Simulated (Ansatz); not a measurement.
`BC1[SiH2][SiH2]1` + `N=C(O)[SiH3]` → `B/N=C(/O)[SiH3]` + `C1[SiH2][SiH2]1` at 298.15 K and 1 bar (ligand exchange at a B–C bond).

Isolated molecules relaxed with PBE0-D4/def2-TZVP in Ansatz; ΔE leaves out vibrations. CCSD(T)/CBS is the MP2 limit (def2-TZVPP, def2-QZVPP) plus CCSD(T) − MP2 in def2-TZVPP, frozen cores. Each species was taken in one conformer, which may not be the lowest.

| species | CCSD(T)/CBS energy (Eh) | H − E (kJ/mol) | S (J/(mol·K)) |
| --- | --- | --- | --- |
| `BC1[SiH2][SiH2]1` | -645.16518 | 205.9 | 325.2 |
| `N=C(O)[SiH3]` | -459.99321 | 177.6 | 308.1 |
| `B/N=C(/O)[SiH3]` | -485.40570 | 210.5 | 346.9 |
| `C1[SiH2][SiH2]1` | -619.77066 | 170.4 | 288.4 |

H − E and S are ideal-gas, rigid-rotor, harmonic terms from PBE0-D4/def2-TZVP, for one conformer and one mirror image of each species. 1 Eh = 2625.50 kJ/mol, R = 8.31446 J/(mol·K).

Task: By hand: ΔE, ΔH, ΔS and ΔG.

Result: ΔE = (-485.40570) + (-619.77066) − (-645.16518) − (-459.99321) = -0.01797 Eh = -47.2 kJ/mol. Δ(H − E) = 210.5 + 170.4 − 205.9 − 177.6 = -2.6, so ΔH = -49.8 kJ/mol. ΔS = 346.9 + 288.4 − 325.2 − 308.1 = 2.0 J/(mol·K). ΔG = -49.8 − 298.15 × (2.0)/1000 = -50.4 kJ/mol.

Task: By hand: the equilibrium constant, and the temperature at which ΔG would vanish if ΔH and ΔS stayed fixed.

Result: log₁₀ K = −ΔG/(RT ln 10) = 8.8. ΔH and −TΔS have one sign here, so there is no such temperature. One of them is within its doubt of zero, so this could turn.

The number of gas molecules stays the same, so ΔS is small and ΔH decides. A doubt of 5 kJ/mol in ΔE shifts log₁₀ K by 0.9 here. Other conformers and mirror images would add mixing entropy, several J/(mol·K) or more a flexible species. These are equilibria of isolated gas molecules and say nothing of rates. Largest T1 diagnostic: 0.015 (customary marks: 0.02 for closed shells, 0.045 for open ones).
